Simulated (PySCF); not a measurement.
# Electronic structure of Eu³⁺ (europium, charge +3) at the UHF level

Configuration: [Xe] 4f6, high-spin 7F determinant. All numbers are calculated (PySCF 2.14, scalar relativity by spin-free X2C-1e, in x2c-TZVPPall (11s7p7d4f2g, 113 functions)).

- Total energy: -10838.227836 hartree
- One-electron energy: -14756.1730 hartree
- Hartree (Coulomb) energy: 4159.1337 hartree
- Exchange energy: -241.1886 hartree
- ⟨S²⟩: 12.0057
- ⟨L²⟩: 12.016
- Sum of ⟨r⟩: 33.43 bohr
- Sum of ⟨r²⟩: 35.63 bohr²
- Traceless quadrupole moment −½Σ⟨3z² − r²⟩ along its main axis: -0.209 e·bohr²
- Langevin diamagnetic susceptibility: -28.2 ×10⁻⁶ cm³/mol

```
shell  electrons  mean orbital energy (hartree)  spread (hartree)  rms radius, mean of both spins (bohr)
 1s α          1                    -1792.91437                 0                                 0.0254
 1s β          1                    -1792.91349                 0                                 0.0254
 2s α          1                     -299.74023                 0                                  0.103
 2s β          1                     -299.73671                 0                                  0.103
 2p α          3                     -267.34592           0.01062                                 0.0924
 2p β          3                     -267.34292           0.01130                                 0.0924
 3s α          1                      -68.78862                 0                                  0.266
 3s β          1                      -68.65094                 0                                  0.266
 3p α          3                      -58.46686           0.03497                                  0.266
 3p β          3                      -58.31110           0.06600                                  0.266
 3d α          5                      -44.43765           0.01164                                  0.245
 3d β          5                      -44.27054           0.05106                                  0.245
 4s α          1                      -15.59965                 0                                  0.601
 4s β          1                      -15.22652                 0                                  0.601
 4p α          3                      -12.11017           0.02404                                  0.637
 4p β          3                      -11.69516           0.11156                                  0.637
 4d α          5                       -7.11436           0.06746                                  0.704
 4d β          5                       -6.57330           0.09329                                  0.704
 5s α          1                       -3.13455                 0                                   1.46
 5s β          1                       -2.99809                 0                                   1.46
 5p α          3                       -2.14680           0.02079                                   1.67
 5p β          3                       -2.04130           0.04685                                   1.67
 4f α          6                       -1.70327           0.09319                                  0.940
```

Spin-orbit coupling, absent here, splits the open shell strongly.

Densities and radii are taken from the X2C orbitals without a picture-change correction, which distorts them close to the nucleus.

Spin-orbit constants ζ (cm⁻¹) from the X2C one-electron operator on these orbitals: bare nucleus, nucleus screened by l(l+1)(2l+1)/3 electrons, and screened by the Breit-Pauli mean field of the electrons.

| shell | bare | screened nucleus | mean field |
| --- | --- | --- | --- |
| 2p | 3366000 | 3259000 | n/a |
| 3p | 693100 | 671100 | n/a |
| 3d | 108000 | 90860 | n/a |
| 4p | 151100 | 146300 | n/a |
| 4d | 19710 | 16580 | n/a |
| 4f | 2841 | 1578 | n/a |
| 5p | 21230 | 20560 | n/a |

To first order the Landé constant is A = 263.0 cm⁻¹, so the lowest level has J = 0 and lies 0.391 eV below the centre of the term. This holds in LS coupling only.
